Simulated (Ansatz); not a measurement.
Reaction (redistribution): `[CH3][Sb]([OH])[TeH]` + `[SiH3][GaH2]` → `[CH3][Sb]([OH])[GaH2]` + `[SiH3][TeH]`

Computed with Ansatz on PBE0-D4/def2-TZVP structures; ΔE is electronic, products minus reactants. CCSD(T)/CBS is the MP2 limit (def2-TZVPP, def2-QZVPP) plus CCSD(T) − MP2 in def2-TZVPP, frozen cores. Functionals use def2-TZVPP. B3LYP here is the variant with VWN-RPA as its local correlation; programs differ in this. def2 core potentials past Kr. For Ga, Sb, Te outer-core shells are correlated without core-valence functions, which leaves a few kJ/mol of doubt a bond. Scalar relativity is left out up to krypton. Each species was taken in one conformer, which may not be the lowest.

```tsv
level	ΔE (kJ/mol)
B97M-V	15.9
B3LYP-D4	10.8
MP2/def2-TZVPP	4.7
SCS-MP2/def2-TZVPP	4.8
```

What does CCSD(T)/CBS give? (An estimate is asked.)

Ansatz gave: +10.6 kJ/mol. The listed levels differ from it by 5.3, 0.2, -5.9, -5.8 kJ/mol.

Largest T1 diagnostic among the species: 0.014.

From PBE to PBE0 (25 % exact exchange), in def2-TZVPP and without D4, ΔE moves by −3.2 kJ/mol. Leaving LDA and LC-ωPBE aside and taking each functional with its dispersion term where it has one, the values, not all of them listed here, spread over 9.9 kJ/mol, from ωB97M-V to B97M-V.

CCSD(T)/CBS has its own doubt, a few kJ/mol and more with outer-core shells, so smaller differences from it don't rank the levels.
